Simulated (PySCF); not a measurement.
W(S)(F)2(OH)2 (F₂H₂O₂SW), SMILES [F][W]([OH])(=[S])([F])[OH], multiplicity 1.

The structure is a stationary point at B3LYP-D3(BJ)/def2-SVP. The spin state was assumed, not searched. The structure was generated by enumeration; whether it is a known compound was not checked. The def2 effective core potentials stand for the cores of W; spin–orbit coupling is left out. One conformer was computed; it need not be the lowest.

Calculation: M06-2X/def2-TZVP (PySCF).

Symmetry labels are those of the subgroup Cs that the program uses (full group Cs).

Computed valence orbital energies around the gap with their symmetry:
```json
[
 {"orbital": "HOMO−7", "symmetry": "A'", "energy (eV)": "-14.27"},
 {"orbital": "HOMO−6", "symmetry": "A\"", "energy (eV)": "-13.49"},
 {"orbital": "HOMO−5", "symmetry": "A'", "energy (eV)": "-12.83"},
 {"orbital": "HOMO−4", "symmetry": "A'", "energy (eV)": "-12.40"},
 {"orbital": "HOMO−3", "symmetry": "A\"", "energy (eV)": "-11.94"},
 {"orbital": "HOMO−2", "symmetry": "A'", "energy (eV)": "-11.33"},
 {"orbital": "HOMO−1", "symmetry": "A'", "energy (eV)": "-9.84"},
 {"orbital": "HOMO", "symmetry": "A\"", "energy (eV)": "-9.49"},
 {"orbital": "LUMO", "symmetry": "A\"", "energy (eV)": "-2.21"},
 {"orbital": "LUMO+1", "symmetry": "A'", "energy (eV)": "-1.96"},
 {"orbital": "LUMO+2", "symmetry": "A\"", "energy (eV)": "-1.43"},
 {"orbital": "LUMO+3", "symmetry": "A'", "energy (eV)": "-0.87"}
]
```
